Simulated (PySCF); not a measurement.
# Two-component Hartree-Fock for O³⁺ (oxygen, charge +3)

Start: [He] 2s2 2p1; 2p1/2 filled at m_j = +1/2. Calculated with PySCF 2.14 in an even-tempered Gaussian basis (18 s from 0.21 bohr⁻², ratio 2.4; 11 p from 0.27 bohr⁻², ratio 2.4; 5 d from 1.4 bohr⁻², ratio 2.6; 5 f from 2.1 bohr⁻², ratio 2.6): generalised Hartree-Fock with the X2C-1e Hamiltonian and a Gaussian nucleus; one run each with spin-orbit coupling (SO) switched off, then screened by Boettger's factors.

| spinor shell | electrons | ε, spin-free (eV) | ε, screened SO (eV) | weight of nominal j (screened SO) | rms radius, screened SO (bohr) |
| --- | --- | --- | --- | --- | --- |
| 1s1/2 | 2 | -635.65 | -635.64 | 1.000 | 0.229 |
| 2s1/2 | 2 | -88.427 | -88.422 | 0.999 | 1.07 |
| 2p1/2 | 1 | -78.125 | -78.156 | 0.922 | 1.00 |

```tsv
quantity	spin-free	screened SO
E (hartree)	-71.15356	-71.15471
M_J	1/2	1/2
⟨J²⟩	1.100	0.986
⟨L²⟩	2.009	2.009
⟨S²⟩	0.753	0.753
```

Each row is a mean over spinors that exchange with the open shell spreads, by up to 1.224 eV (2s1/2).

⟨J²⟩ departs a little from M_J(M_J + 1) because the unrestricted spinors polarise the closed shells.

Without spin-orbit coupling the j labels of p, d and f shells carry no meaning; the spin-free column gives the mean over the occupied spinors of each nl shell, and its ⟨J²⟩ belongs to a mixture of degenerate components.
